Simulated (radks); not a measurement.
Polarisability of neutral copper, [Ar] 3d10 4s1, at imaginary frequency. All-electron calculation, non-relativistic Kohn-Sham, LDA (Slater exchange, Perdew-Wang correlation), spin-unpolarised, spherical densities, point nucleus. Program: a radial shooting solver on a logarithmic mesh with Libxc functionals. Response by self-consistent Sternheimer equations with the Hartree and adiabatic LDA kernel.

w (hartree),alpha1(iw) (bohr^3),alpha2(iw) (bohr^5)
0.00266,41.61,431.1
0.0143,41.35,418.7
0.0360,39.97,383.2
0.0697,36.16,343.2
0.118,29.45,295.3
0.186,21.47,233.1
0.280,14.50,165.4
0.413,9.450,106.5
0.605,6.081,63.34
0.892,3.859,35.17
1.35,2.367,18.17
2.12,1.353,8.536
3.59,0.6748,3.459
6.94,0.2586,1.077
17.5,0.05672,0.1913

Static values: alpha1 = 41.62 bohr^3 (6.168 angstrom^3; uncoupled 64.20), alpha2 = 431.6 bohr^5, alpha3 = 7334 bohr^7. C6 = 268.0, C8 = 13510, triple-dipole C9 = 7754 atomic units. One-pole (London) frequency 4 C6 / (3 alpha1^2) = 0.206 hartree, against 0.172 for minus the highest occupied eigenvalue. The dipole shielding factor is 1.000, as the force sum rule N/Z = 1.000 demands. Recommended static value: 46.5 bohr^3 (Schwerdtfeger and Nagle, 2023 table).

Beside tabulated values, note that spin-unpolarised runs miss the spin-polarisation part of the exchange energy of open shells.
